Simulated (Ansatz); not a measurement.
`BCCBC` + H₂ → `CBCC` + BH₃ at 600 K and 1 bar (hydrogenolysis of a C–B bond).

Isolated molecules relaxed with PBE0-D4/def2-TZVP in Ansatz; ΔE leaves out vibrations. CBS: MP2 limit from def2 TZ/QZ plus the TZ coupled-cluster correction, frozen cores. This one scheme is used for every species. One conformer a species, not always the lowest.

```csv
species,CCSD(T)/CBS energy (Eh),H − E (kJ/mol),S (J/(mol·K))
`BCCBC`,-169.74101,398.4,472.4
H₂,-1.17544,43.9,150.8
`CBCC`,-144.37049,357.3,415.5
BH₃,-26.55200,91.5,217.3
```

H − E and S are ideal-gas, rigid-rotor, harmonic terms from PBE0-D4/def2-TZVP, for one conformer and one mirror image of each species. For small species the MP2-based limit differs from directly extrapolated CCSD(T) by up to some mEh (0.8 for H₂); such offsets cancel only in part. 1 Eh = 2625.50 kJ/mol, R = 8.31446 J/(mol·K).

Q: By hand: ΔE, ΔH, ΔS and ΔG.

A: ΔE = (-144.37049) + (-26.55200) − (-169.74101) − (-1.17544) = -0.00604 Eh = -15.9 kJ/mol. Δ(H − E) = 357.3 + 91.5 − 398.4 − 43.9 = 6.5, so ΔH = -9.4 kJ/mol. ΔS = 415.5 + 217.3 − 472.4 − 150.8 = 9.6 J/(mol·K). ΔG = -9.4 − 600 × (9.6)/1000 = -15.2 kJ/mol.

Q: By hand: the equilibrium constant, and the temperature at which ΔG would vanish if ΔH and ΔS stayed fixed.

A: log₁₀ K = −ΔG/(RT ln 10) = 1.3. ΔH and −TΔS have one sign here, so there is no such temperature.

TΔS isn't small against ΔH here. A doubt of 5 kJ/mol in ΔE shifts log₁₀ K by 0.4 here. Other conformers and mirror images would add mixing entropy, several J/(mol·K) or more a flexible species. Modes under 60 cm⁻¹, often nearly free rotors, make the harmonic entropy too high. These are equilibria of isolated gas molecules and say nothing of rates. Largest T1 diagnostic: 0.010 (customary marks: 0.02 for closed shells, 0.045 for open ones).

ΔS is within the doubt of such terms, so its sign, and with it that verdict, could turn.
